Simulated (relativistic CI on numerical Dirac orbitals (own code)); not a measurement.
# Ti3+ in a cubic cluster: 3p photoemission with charge transfer

Computed with a charge-transfer multiplet model of a cubic metal-ligand cluster with up to 2 ligand holes, Slater and spin-orbit integrals from Dirac-Coulomb-Breit ions, Slater integrals scaled by 0.9. The ground state mixes d1 with configurations of k ligand holes L, whose averages lie at kΔ + k(k − 1)U_dd/2; a core hole lowers each added d electron by U_cd. 300 K, Lorentzian 0.9 eV and Gaussian 0.8 eV FWHM.

Atomic integrals in eV (Slater integrals scaled, ζ unscaled), ground: F2dd 7.400, F4dd 4.602, zeta_d 0.017; with the core hole: F2dd 7.400, F4dd 4.602, zeta_d 0.021, zeta_core 0.458, F2cd 9.975, G1cd 12.350, G3cd 7.592. Where a configuration has fewer than two d electrons, the dd integrals are those of d2.

Cluster parameters (eV): U_dd = 4.2, U_cd = 4.9, 10Dq = 0.75, 10Dq(ligand) = 0.7, V(eg) = 3.35, V(t2g) = -1.48, final-state hopping factor = 0.8.

Weights, n_d and S are thermal averages at 300 K. Binding energies count from the first peak over 30 % of the highest in each spectrum, which can be another peak from case to case. The parameters are a model scan and need not match a compound or its usual spin state. Peaks in eV (height, largest 100): 0.0 (100), 2.2 (88), 5.4 (16), 9.0 (14), 13.3 (13).

Problem. Which parameters give this spectrum?
A. Δ = 2.6 eV
B. Δ = 3.6 eV
C. Δ = 5.6 eV

Solution. C. Δ = 5.6 eV; the ground state then has 1.58 d electrons and S = 0.50. The choice follows from running the model for each set and comparing peak positions and heights. The space is cut while the next configuration still counts.
